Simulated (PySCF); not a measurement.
C4H6F2O.
SMILES with atom numbers: `[CH3:1][O:2]/[C:3](=[CH:4]\[F:5])[CH2:6][F:7]` (hydrogens: H8, H9, H10 on C1; H11 on C4; H12, H13 on C6)

Structure used (PBE0-D3(BJ)/def2-SVP), in Å, numbered top down from 1:
```
atom  x, y, z in Å
C1     1.851   -0.635    0.277
O2     0.686   -0.606   -0.517
C3    -0.378    0.110   -0.112
C4    -0.532    0.897    0.959
F5     0.416    1.124    1.880
C6    -1.502   -0.074   -1.091
F7    -2.614    0.634   -0.736
H8     2.555   -1.303   -0.236
H9     2.300    0.365    0.373
H10    1.643   -1.028    1.284
H11   -1.472    1.415    1.146
H12   -1.164    0.249   -2.092
H13   -1.753   -1.148   -1.152
```

Jobs on this species (13 atoms, 56 electrons) with PySCF (density fitting). Hardware of each: Arm Neoverse V2, one thread, shared host. Other jobs ran on the host; a repeat could differ by tens of per cent or more. Peak memory is the resident size of the whole Python process, interpreter and libraries included.

Problem. Rank these jobs by wall time, shortest first.
A. CAM-B3LYP/pcSseg-1; shieldings; 149 basis functions
B. PBE0/def2-TZVP; shieldings, charges and field gradients; 253 basis functions
C. PBE0/pcSseg-0; shieldings, charges and field gradients; 75 basis functions

Solution. C (6.2 s), A (15 s), B (34 s).

All jobs:

| level and settings | work | basis functions | SCF cycles | wall time | peak memory |
| --- | --- | --- | --- | --- | --- |
| PBE0/pcSseg-0 | shieldings, charges and field gradients | 75 | 14 | 6.2 s | 0.50 GiB |
| B97-2/pcSseg-1 | shieldings | 149 | 14 | 11 s | 0.75 GiB |
| PBE0/def2-SVP | shieldings, charges and field gradients | 128 | 14 | 12 s | 0.67 GiB |
| CAM-B3LYP/pcSseg-1 | shieldings | 149 | 13 | 15 s | 0.78 GiB |
| B97-D/pcSseg-1 | shieldings | 149 | 15 | 17 s | 0.76 GiB |
| LC-wPBE/pcSseg-1 | shieldings | 149 | 13 | 20 s | 0.78 GiB |
| PBE0/aug-cc-pVDZ | shieldings, charges and field gradients | 215 | 14 | 27 s | 0.98 GiB |
| PBE0/def2-TZVP | shieldings, charges and field gradients | 253 | 14 | 34 s | 1.1 GiB |
| PBE0-D3(BJ)/def2-SVP, grid level 1 | geometry optimisation from a GFN2-xTB start shaken at random | 128 | 57 | 44 s | 0.51 GiB |

Problem. What do all jobs in the table cost together?

Solution. About 3.1 min; the longest takes about 24 % of that, and about 7.1 times as long as the shortest.
